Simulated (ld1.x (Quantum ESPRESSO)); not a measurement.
# What one change does to a pseudopotential (aluminium (Al), TM)

```
Element                 : Al
Generator               : ld1.x (Quantum ESPRESSO) 7.5
Type                    : norm-conserving Troullier–Martins (Kleinman–Bylander form)
Functional              : PBEsol
Relativity              : scalar-relativistic
Frozen core             : [Ne]
Valence charge          : 3
Reference configuration : 3s2 3p0.5 (charge +0.5)
Partial waves           : 3s (bound): rc 2.10 bohr; 3p (bound): rc 2.00 bohr; 3d channel at 0.1 Ry: rc 1.75 bohr
Local potential         : the d channel
Core correction         : Bessel-smoothed model core inside 1.20 bohr
```

All-electron outer shells of the reference configuration (PBEsol, scalar-relativistic, ld1.x):

```
shell  level (eV)  outermost node (bohr)  outermost maximum (bohr)
   3s      -11.06                   0.80                      2.06
   3p       -5.68                   0.82                      2.52
```

Change: type RRKJ; local potential all-electron potential smoothed inside 1.65 bohr (lloc = -1); rho0 0.02.

Cutoffs: the cutoffs (Ry, on a coarse ladder) from which the occupation-weighted sum of valence levels, in a spherical-Bessel basis at the reference potential, stays within 10 and 1 mRy of its value at 400 Ry; they do not see the model core or the augmentation charge, which bear on the density cutoff. Errors are all-electron minus pseudo energies relative to the spin-unpolarised reference configuration.

**Question.** What does the change do?

**Answer.** The potential gets harder (10 Ry and 30 Ry → 25 Ry and 35 Ry); of the 7 tests that both files solve, the error grows in 2 and shrinks in 2 by more than 15 % and 0.3 meV (median size 1.4 → 1.1 meV); the range in which the s phases agree widens (upper end 0.5 → 1.5); neither file shows a bound ghost. Several settings change at once here, so the effects cannot be laid on one of them.

```csv
quantity,base,changed
"cutoff, loose",10 Ry,25 Ry
"cutoff, tight",30 Ry,35 Ry
loose cutoff by channel (10 mRy a level),"s 8 Ry, p 6 Ry","s 18 Ry, p 6 Ry"
bound ghosts,none,none
"error for 3s2 3p1, meV [ΔE -2.07 eV]",+0.7,+0.5
"error for 3s2 3p0, meV [ΔE 3.66 eV]",+1.2,+0.8
"error for 3s1 3p0, meV [ΔE 22.83 eV]",+20,+13
"error for 3s1 3p2, meV [ΔE 3.05 eV]",-3.3,-4.8
"error for 3s0 3p3, meV [ΔE 8.33 eV]",-13,-18
"error for 3s1 3p1, meV [ΔE 9.45 eV]",+1.4,-1.1
"error for 3s2 3p1.3, meV [ΔE -2.64 eV]",+1.2,+0.9
s: phases at 2.29 bohr within 0.05 rad from the reference energy up to (Ry; the scan ends near 5),0.5,1.5
p: phases at 2.29 bohr within 0.05 rad from the reference energy up to (Ry; the scan ends near 5),2.0,2.8
d: phases at 2.29 bohr within 0.05 rad from the reference energy up to (Ry; the scan ends near 5),5.0,4.8
```
